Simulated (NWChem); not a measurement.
# C$_{4}$H$_{5}$Cl; SMILES ClC1=CCC1

```xyz
10

Cl    -0.0181    -1.7994     0.0000
C     -0.0665    -0.0620     0.0000
C     -1.0646     0.8284     0.0000
C     -0.0967     2.0037     0.0000
C      1.0623     0.9403     0.0000
H     -2.1462     0.7562     0.0000
H     -0.1260     2.6390    -0.8927
H     -0.1260     2.6390     0.8927
H      1.6962     0.9405    -0.8932
H      1.6962     0.9405     0.8932
```
Atoms are numbered in this order, from 1.

Results from NWChem. Pople sets run with spherical d functions. Geometry: optimised at B3LYP/6-31G* (spherical d). Level: M05-2X/6-31G* with SMD (1 M gas to 1 M solution), gas-phase geometry.

```csv
solvent,dielectric constant,solvation free energy (kcal/mol),cavity-dispersion-structure term (kcal/mol),dipole in solution (D)
water,78.4,-0.4,2.2,2.53
diethyl ether,4.24,-4.8,-2.8,2.36
dichloromethane,8.93,-5.3,-3.0,2.45
chlorobenzene,5.70,-5.3,-3.1,2.40
```
